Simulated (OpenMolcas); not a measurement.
# Co2+: from CASSCF to CASPT2

| Quantity | Value |
| --- | --- |
| Program | OpenMolcas |
| Basis | ANO-R2 [7s5p4d2f1g] |
| Scalar Hamiltonian | X2C, finite nucleus |
| Active space | 7 electrons in 6 orbitals (3d 4s) |
| State averaging | 2S+1 = 4 even, 50 roots; 2S+1 = 6 even, 5 roots kept (CI in the orbitals of an earlier block); 2S+1 = 2 even, 110 roots kept (CI in the orbitals of an earlier block) |
| Spin-orbit coupling | RASSI with atomic mean-field integrals over the reference wave functions, term energies averaged over their components |

Methods on the same reference wave functions:
A. CASSCF
B. SS-CASPT2, IPEA 0.25 Eh, imaginary shift 0.1 Eh (closed shells correlated: 3s 3p)
C. MS-CASPT2, IPEA 0.25 Eh, imaginary shift 0.1 Eh (closed shells correlated: 3s 3p)

Energies in cm-1 above 3d7 4F 9/2, the measured ground level; measured values from Sugar and Corliss, J. Phys. Chem. Ref. Data 10, 1097 (1981).

```tsv
Level	A	B	C	Measured
3d7 4F 9/2	0.0	0.0	0.0	0.0
3d7 4F 7/2	888	894	894	841
3d7 4F 5/2	1544	1545	1545	1451
3d7 4F 3/2	1996	1989	1989	1867
3d7 4P 5/2	20424	15300	15300	15202
3d7 2G 9/2	20526	16730	16730	16978
3d7 4P 3/2	20738	15500	15500	15428
3d7 4P 1/2	21145	15980	15980	15811
3d7 2G 7/2	21376	17580	17580	17766
3d6 4s 6D 9/2	24707	41900	41900	46438
3d6 4s 6D 7/2	25235	42430	42430	47003
3d6 4s 6D 5/2	25631	42820	42820	47415
3d6 4s 6D 3/2	25907	43100	43100	47699
3d6 4s 6D 1/2	26070	43260	43260	47865
3d7 2P 3/2	27140	19500	19500	20195
3d7 2H 11/2	27268	22950	22950	22720
3d7 2H 9/2	28017	23710	23710	23434
3d7 2P 1/2	28027	20220	20220	
3d7 2D 5/2(1)	29555	22770	22770	23059
3d7 2D 3/2(1)	30866	23990	23990	24237
3d6 4s 4D 7/2(1)	36068	50750	50750	
3d6 4s 4D 5/2(1)	36683	51370	51370	
3d6 4s 4D 3/2(1)	37099	51780	51780	
3d6 4s 4D 1/2(1)	37341	52020	52020
```

Deviations, from unrounded energies. A percentage is the sum of absolute deviations over the sum of measured energies, with the sign that they share, or ± where signs differ.

```csv
Against measurement,Levels,A,B,C
mean absolute deviation (cm-1),18,9000,1400,1400
fine structure of the ground term (%),3,+6.5,+6.5,+6.5
other terms of the ground configuration (%),10,+26.8,±1.3,±1.3
other configurations (%),5,-46.0,-9.7,-9.7
```

B, C lie about equally close to measurement and A furthest from it. The largest miss of C in the table is 3d6 4s 6D 1/2, by -4600 cm-1. The ranking rests on the paired levels alone, and a cruder setting can come out closer through cancelling errors.

Between B and C no level of the table moves by more than 5 cm-1.

The two smallest mean deviations differ by little beside CASPT2's spread within terms, so their order carries little weight.

From A to B the spin-free energies of the other terms of 3d7 shown, above 4F, scale by factors of 0.70 to 0.84, as is usual when dynamic correlation screens the repulsion within a d or f shell.

The lowest spin-free term lies below A's lowest term by 0.622 hartree in B, 0.622 hartree in C.

CASPT2 does not keep the components of a term degenerate, so their means are used; among the terms shown or strongly mixed into the levels shown the widest spread is 2200 cm-1 (3d7 4F, C). Terms from blocks run as CI alone lack orbitals of their own. A single d shell beside an s shell can misplace configurations of different d count against each other. Without dynamic correlation excited terms often stand tens of per cent too high (terms of higher spin than the ground term too low), and those without a measured partner can miss by more than the paired ones (holds for A). Some levels mix across a computed gap that differs much from the measured one, so their mixing is not that of the real levels (holds for A). The CASPT2 spread within a term exceeds the gap to the next term for 3d7 2D(1) and 3d7 2H, so the order of their levels is uncertain (holds for B; C). Blocks of more than 70 roots (2S+1 = 2 even) ran without multistate coupling (holds for C). Measured partners are found by configuration, term and J. A level has none where our copy of the source lacks it or the pairing is in doubt (some pairs that miss far off the trend of their configuration count as doubtful), and it then counts in no deviation. Only configurations of the active space appear. The table leaves out levels that lie high or whose names do not pair safely across all columns.

A number in round brackets counts repeated terms of one configuration in the order of the reference energies.
